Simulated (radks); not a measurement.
Question: Coulomb parameter of the 4d shell of the molybdenum ion Mo2+ in the model configuration [Kr] 4d3 5s1, as a second difference U = [E(n + 0.25) + E(n - 0.25) - 2 E(n)] / (0.25)^2 with all orbitals relaxed. "Bare": the charge of the atom changes with n. "Screened": the 5s shell takes up the change at fixed total charge, which measures U(4d,4d) + U(5s,5s) - 2 U(4d,5s). All-electron calculation, scalar-relativistic Kohn-Sham, PBE, spin-unpolarised, spherical densities, point nucleus. Program: a radial shooting solver on a logarithmic mesh with Libxc functionals. Estimate both.

Answer: U(bare) = 11.807 eV, U(screened by 5s) = 1.515 eV, against the Slater integral F0(4d,4d) = 14.879 eV with frozen orbitals.
